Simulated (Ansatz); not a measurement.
`[OH][Zr]([OH])([F])[SH]` + HCl → `[OH][Zr]([F])([SH])[Cl]` + H₂O  (ligand exchange at a Zr–O bond)

Calculated with Ansatz (gas phase, PBE0-D4/def2-TZVP geometries, no zero-point term in ΔE). CCSD(T)/CBS is the MP2 limit (def2-TZVPP, def2-QZVPP) plus CCSD(T) − MP2 in def2-TZVPP, frozen cores. This one scheme is used for every species. Functionals use def2-TZVPP. B3LYP here is the variant with VWN-RPA as its local correlation; programs differ in this. Elements past krypton have def2 core potentials. For Zr outer-core shells are correlated without core-valence functions, which leaves a few kJ/mol of doubt a bond. One conformer a species, not always the lowest.

`[OH][Zr]([OH])([F])[SH]`:

Cartesian coordinates in Å:
```
O -0.214 -1.913 -0.451
Zr 0.333 -0.162 0.056
O -0.709 0.615 1.452
F 2.155 -0.180 0.634
S 0.095 1.216 -1.976
H -0.573 -2.789 -0.555
H -1.347 0.858 2.116
H 0.260 2.355 -1.276
```

HCl:

Cartesian coordinates in Å:
```
Cl 0.368 -0.337 0.400
H -0.368 0.337 -0.400
```

`[OH][Zr]([F])([SH])[Cl]`:

Cartesian coordinates in Å:
```
O 1.548 0.546 0.829
Zr -0.110 0.321 -0.044
F -0.182 1.236 -1.703
S -0.307 -2.078 -0.444
Cl -1.897 1.075 1.286
H 2.357 0.788 1.274
H -1.409 -1.888 -1.197
```

H₂O:

Cartesian coordinates in Å:
```
O -0.283 0.133 -0.231
H 0.648 0.044 -0.442
H -0.365 -0.178 0.673
```

```tsv
level	ΔE (eV)
ωB97X-V	-0.29
PBE0	-0.37
B3LYP	-0.30
MP2/def2-QZVPP	-0.38
```

What does CCSD(T)/CBS give? (An estimate is asked.)

The calculation gave: -0.36 eV. The listed levels differ from it by 0.07, -0.01, 0.06, -0.02 eV.

Largest T1 diagnostic among the species: 0.017.
